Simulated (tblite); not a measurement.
Species: C₅H₁₈BNSi.
Numbering: `[BH3-:1][N+:2]([CH3:3])([CH3:4])[Si:5]([CH3:6])([CH3:7])[CH3:8]` (hydrogens: H9, H10, H11 on B1; H12, H13, H14 on C3; H15, H16, H17 on C4; H18, H19, H20 on C6; H21, H22, H23 on C7; H24, H25, H26 on C8)

Computed with GFN2-xTB (tblite), gas phase: L-BFGS steps from a force-field or distance-geometry start until the largest atomic force falls under 0.01 eV/Å.

Step 134: E = -701.3793 eV
```
atom  x, y, z in Å  |  force x, y, z in eV/Å
B1     -1.6889    1.2266    0.5727   -0.002   0.005   0.007
N2     -0.9215   -0.0542   -0.1403   -0.003   0.021  -0.020
C3     -1.4880   -1.2777    0.4132   -0.024   0.001   0.002
C4     -1.2407   -0.0074   -1.5631    0.007   0.002  -0.009
Si5     0.8797    0.0419    0.1386    0.000  -0.018  -0.023
C6      1.6257   -1.5211   -0.6731    0.009  -0.012   0.013
C7      1.5704    1.5844   -0.7327   -0.011  -0.008  -0.008
C8      1.2422    0.0165    2.0044   -0.002  -0.017  -0.009
H9     -1.4877    1.1629    1.7458    0.012  -0.005   0.000
H10    -1.2363    2.2169    0.0881   -0.002   0.027   0.016
H11    -2.8488    1.1049    0.3209   -0.035  -0.023  -0.016
H12    -1.0964   -2.1635   -0.0929    0.006  -0.013  -0.010
H13    -2.5702   -1.2530    0.2944   -0.032  -0.016   0.007
H14    -1.2698   -1.3460    1.4745    0.029   0.025   0.024
H15    -0.8244   -0.8668   -2.0961    0.010   0.009   0.004
H16    -0.8514    0.9105   -1.9932   -0.011  -0.003  -0.008
H17    -2.3227   -0.0097   -1.6913   -0.002   0.020   0.007
H18     1.3057   -2.4362   -0.1823    0.016   0.014  -0.011
H19     2.7076   -1.4822   -0.6018   -0.002  -0.010  -0.014
H20     1.3751   -1.6035   -1.7269    0.031  -0.010   0.010
H21     2.5402    1.8480   -0.3213   -0.005  -0.009  -0.009
H22     1.7015    1.4330   -1.8009   -0.010   0.008   0.009
H23     0.9104    2.4336   -0.5884    0.012  -0.002  -0.001
H24     1.9347    0.8111    2.2602    0.015   0.004   0.028
H25     1.6902   -0.9218    2.3172    0.001  -0.015   0.013
H26     0.3423    0.1754    2.5878   -0.007   0.026   0.000
```

Step 135: E = -701.3797 eV
```
atom  x, y, z in Å  |  force x, y, z in eV/Å
B1     -1.6926    1.2219    0.5774    0.006   0.022   0.011
N2     -0.9207   -0.0532   -0.1412   -0.002   0.023  -0.004
C3     -1.4846   -1.2801    0.4077   -0.013   0.002   0.006
C4     -1.2394   -0.0002   -1.5637    0.003   0.007   0.001
Si5     0.8811    0.0413    0.1383    0.002  -0.003  -0.027
C6      1.6224   -1.5261   -0.6685    0.013  -0.007   0.012
C7      1.5711    1.5828   -0.7364   -0.003  -0.001  -0.008
C8      1.2450    0.0205    2.0040   -0.011  -0.001  -0.004
H9     -1.5007    1.1479    1.7525    0.011  -0.003  -0.021
H10    -1.2347    2.2164    0.1040   -0.006   0.012   0.028
H11    -2.8514    1.1058    0.3161   -0.021  -0.029  -0.015
H12    -1.0932   -2.1632   -0.1036   -0.003  -0.009  -0.012
H13    -2.5670   -1.2542    0.2932   -0.041  -0.025   0.003
H14    -1.2623   -1.3534    1.4680    0.027   0.025   0.022
H15    -0.8151   -0.8519   -2.1014    0.008  -0.008  -0.008
H16    -0.8570    0.9230   -1.9873    0.000   0.017  -0.015
H17    -2.3211   -0.0086   -1.6940   -0.005   0.011   0.011
H18     1.3153   -2.4356   -0.1584    0.026   0.019  -0.031
H19     2.7055   -1.4793   -0.6160   -0.018  -0.019  -0.016
H20     1.3540   -1.6227   -1.7173    0.039  -0.017   0.032
H21     2.5362    1.8550   -0.3182   -0.025  -0.016  -0.019
H22     1.7117    1.4272   -1.8031   -0.011   0.005   0.020
H23     0.9042    2.4285   -0.6018    0.019  -0.004  -0.001
H24     1.9507    0.8053    2.2567    0.001  -0.017   0.019
H25     1.6759   -0.9240    2.3233   -0.006  -0.003   0.012
H26     0.3455    0.1995    2.5831    0.010   0.019   0.001
```

Step 136: E = -701.3801 eV
```
atom  x, y, z in Å  |  force x, y, z in eV/Å
B1     -1.6956    1.2208    0.5769    0.015   0.022   0.002
N2     -0.9211   -0.0527   -0.1430    0.000   0.025   0.017
C3     -1.4846   -1.2789    0.4079   -0.008   0.005   0.010
C4     -1.2398    0.0014   -1.5650    0.004   0.010   0.012
Si5     0.8820    0.0389    0.1370    0.006   0.016  -0.013
C6      1.6245   -1.5284   -0.6680    0.005   0.060   0.053
C7      1.5711    1.5811   -0.7367   -0.004  -0.015   0.006
C8      1.2467    0.0189    2.0035   -0.022   0.015  -0.040
H9     -1.5023    1.1448    1.7509    0.014   0.002  -0.003
H10    -1.2399    2.2158    0.1039    0.007   0.025   0.026
H11    -2.8547    1.1063    0.3174   -0.023  -0.044  -0.021
H12    -1.0944   -2.1633   -0.1023   -0.009  -0.005  -0.016
H13    -2.5674   -1.2513    0.2971   -0.034  -0.033   0.000
H14    -1.2585   -1.3493    1.4676    0.019   0.017   0.022
H15    -0.8109   -0.8466   -2.1033    0.001  -0.035  -0.024
H16    -0.8606    0.9256   -1.9870    0.020   0.050  -0.024
H17    -2.3209   -0.0075   -1.6965   -0.017  -0.009   0.013
H18     1.3232   -2.4347   -0.1541   -0.002  -0.050   0.001
H19     2.7059   -1.4780   -0.6206    0.044  -0.011  -0.007
H20     1.3535   -1.6272   -1.7130    0.008  -0.032  -0.057
H21     2.5359    1.8539   -0.3193   -0.011  -0.013  -0.009
H22     1.7107    1.4296   -1.8032   -0.008  -0.009  -0.008
H23     0.9036    2.4247   -0.5999    0.000   0.026   0.006
H24     1.9550    0.7996    2.2592    0.020   0.002   0.006
H25     1.6705   -0.9263    2.3263    0.002  -0.036   0.016
H26     0.3470    0.2055    2.5776   -0.025   0.018   0.031
```

**Question.** Estimate the geometry and energy of step 137. (The exact step hangs on the optimiser's Hessian estimate; all steps are aligned on step 136, rigid shifts and turns removed.)

**Answer.** E = -701.3805 eV, largest force 0.053 eV/Å
```
atom  x, y, z in Å  |  force x, y, z in eV/Å
B1     -1.6968    1.2191    0.5796    0.010   0.011  -0.006
N2     -0.9209   -0.0522   -0.1432   -0.001   0.013   0.016
C3     -1.4837   -1.2809    0.4046   -0.002  -0.003   0.013
C4     -1.2396    0.0070   -1.5651    0.008   0.016  -0.003
Si5     0.8826    0.0386    0.1364    0.004   0.009  -0.001
C6      1.6246   -1.5312   -0.6644    0.016   0.026   0.028
C7      1.5712    1.5794   -0.7397   -0.006   0.003  -0.002
C8      1.2467    0.0213    2.0033   -0.013   0.016  -0.009
H9     -1.5059    1.1385    1.7528    0.016   0.003   0.014
H10    -1.2398    2.2146    0.1106    0.011   0.036   0.024
H11    -2.8556    1.1057    0.3175   -0.021  -0.044  -0.022
H12    -1.0953   -2.1639   -0.1108   -0.017   0.016  -0.003
H13    -2.5672   -1.2520    0.2970   -0.015  -0.033   0.004
H14    -1.2534   -1.3558    1.4642    0.009   0.020  -0.009
H15    -0.8057   -0.8363   -2.1085   -0.014  -0.011  -0.010
H16    -0.8655    0.9367   -1.9821    0.010   0.016  -0.013
H17    -2.3213   -0.0066   -1.6956   -0.001  -0.011   0.008
H18     1.3321   -2.4362   -0.1400    0.015  -0.007  -0.026
H19     2.7075   -1.4748   -0.6282   -0.001  -0.019  -0.008
H20     1.3434   -1.6391   -1.7074    0.024  -0.030  -0.005
H21     2.5325    1.8579   -0.3169   -0.026  -0.015  -0.018
H22     1.7182    1.4237   -1.8052   -0.011  -0.003   0.012
H23     0.8987    2.4213   -0.6101    0.020   0.007   0.001
H24     1.9636    0.7960    2.2574   -0.002  -0.023  -0.004
H25     1.6608   -0.9281    2.3303   -0.015  -0.002   0.006
H26     0.3477    0.2199    2.5767    0.003   0.009   0.013
```

The energy changes by -0.0005 eV. The first-order estimate −F·Δx gives -0.0008 eV and the mean of the old and new forces, exact on a quadratic surface, -0.0005 eV. The step makes an angle of 85° with the force vector and moves no atom by more than 0.017 Å.

What follows is the cost of the whole relaxation. Hardware: Arm Neoverse N1, one thread, no GPU, shared host with 64 logical CPUs at a one-minute load of 58. Cost: 3.5 s wall.
